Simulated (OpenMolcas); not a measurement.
# S: effect of the level shift or regulariser

* Program: OpenMolcas 26.06
* Basis: ANO-R3 [6s5p4d3f1g]
* Scalar Hamiltonian: X2C, finite nucleus
* Active space: 4 electrons in 3 orbitals (3p)
* State averaging: 2S+1 = 3 even, 3 roots; 2S+1 = 1 even, 6 roots
* Spin-orbit coupling: RASSI with atomic mean-field integrals over the reference wave functions, term energies averaged over their components

Methods on the same reference wave functions:
A. CASSCF
B. SS-CASPT2, IPEA 0.25 Eh, imaginary shift 0.1 Eh (closed shells correlated: 2s 2p 3s)
C. SS-CASPT2, IPEA 0.25 Eh, imaginary shift 0.3 Eh (closed shells correlated: 2s 2p 3s)

Energies in eV above 3s² 3p⁴ ³P₂, the measured ground level; measured values from NIST Handbook of Basic Atomic Spectroscopic Data.

```json
{"Level": "3s² 3p⁴ ³P₂", "A": "0.0000", "B": "0.0000", "C": "0.0000", "Measured": "0.0000"}
{"Level": "3s² 3p⁴ ³P₁", "A": "0.0458", "B": "0.0460", "C": "0.0460", "Measured": "0.0491"}
{"Level": "3s² 3p⁴ ³P₀", "A": "0.0672", "B": "0.0670", "C": "0.0670", "Measured": "0.0711"}
{"Level": "3s² 3p⁴ ¹D₂", "A": "1.4540", "B": "1.144", "C": "1.144", "Measured": "1.1454"}
{"Level": "3s² 3p⁴ ¹S₀", "A": "3.5809", "B": "2.857", "C": "2.859", "Measured": "2.7500"}
```

Deviations, from unrounded energies. A percentage is the sum of absolute deviations over the sum of measured energies, with the sign that they share, or ± where signs differ.

```json
{"Against measurement": "mean absolute deviation (cm-1)", "Levels": "4", "A": "2300", "B": "230", "C": "240"}
{"Against measurement": "fine structure of the ground term (%)", "Levels": "2", "A": "-6.1", "B": "-6.0", "C": "-6.0"}
{"Against measurement": "other terms of the ground configuration (%)", "Levels": "2", "A": "+29.3", "B": "±2.8", "C": "±2.8"}
```

B, C lie about equally close to measurement and A furthest from it. The largest miss of B in the table is 3s² 3p⁴ ¹S₀, by +870 cm-1. The ranking rests on the paired levels alone, and a cruder setting can come out closer through cancelling errors.

Between B and C the level of the table that moves most is 3s² 3p⁴ ¹S₀, by 12 cm-1 (lowest in B, highest in C). Moves below CASPT2's spread within the term are not significant.

The two smallest mean deviations differ by little beside CASPT2's spread within terms, so their order carries little weight.

From A to B the spin-free energies of the other terms of 3s² 3p⁴ shown, above ³P, scale by factors of 0.78 to 0.80.

The lowest spin-free term lies below A's lowest term by 0.417 hartree in B, 0.417 hartree in C.

CASPT2 breaks the degeneracy within a term, and the mean is taken; among the terms shown or strongly mixed into the levels shown the widest spread is 200 cm-1 (3s² 3p⁴ ¹D, B). With the s shell closed, the reference lacks s² → p² mixing. Without dynamic correlation excited terms often stand tens of per cent too high (terms of higher spin than the ground term too low), and those without a measured partner can miss by more than the paired ones (holds for A). Measured partners are found by configuration, term and J. A level has none where our copy of the source lacks it or the pairing is in doubt (some pairs that miss far off the trend of their configuration count as doubtful), and it then counts in no deviation. Levels of configurations outside the active space are missing.
